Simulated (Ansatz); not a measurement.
PBE exchange is replaced step by step with exact exchange (0 % is PBE, 25 % PBE0; no dispersion term), basis def2-TZVP, Ansatz. System: HfF₄. Total charge 0; singlet. Geometry: PBE0-D4/def2-SVP.

Geometry of the singlet:

```xyz
5

Hf    0.000    0.000    0.000
F    -1.536   -0.889   -0.687
F     0.016   -0.136    1.899
F    -0.051    1.835   -0.504
F     1.571   -0.809   -0.708
```

In the def2 sets Hf takes a core potential; there is no spin–orbit coupling.

```csv
exact exchange (%),HOMO (eV),LUMO (eV),gap (eV)
0,-10.10,-1.63,8.47
5,-10.51,-1.49,9.02
10,-10.92,-1.35,9.57
15,-11.33,-1.21,10.13
25,-12.17,-0.93,11.24
35,-13.01,-0.65,12.36
50,-14.29,-0.24,14.05
```
